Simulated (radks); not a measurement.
Trend from Cu to Au: ionisation energy by Delta-SCF between NIST ground configurations, and size. All-electron calculation, non-relativistic Kohn-Sham, r2SCAN, spin-polarised, spherical densities, point nucleus; open shells are filled with parallel spins first (spin-orbit coupling, left out, can overturn this in heavy ions); meta-GGA in the generalised Kohn-Sham scheme. Program: a radial shooting solver on a logarithmic mesh with Libxc functionals.

species       configuration  IE (eV)  NIST (eV)  kind  -e(HOMO) (eV)  outermost  <r> outermost (bohr)
Cu            [Ar] 3d10 4s1    8.020      7.726  exp.     5.103 (3d)         4s                  2.96
Ag            [Kr] 4d10 5s1    7.207      7.576  exp.     4.526 (5s)         5s                  3.31
Au       [Xe] 4f14 5d10 6s1    7.306      9.226  exp.     4.632 (6s)         6s                  3.33

Reference values: NIST Atomic Spectra Database (measured). Relativity is left out here, which matters for elements this heavy.
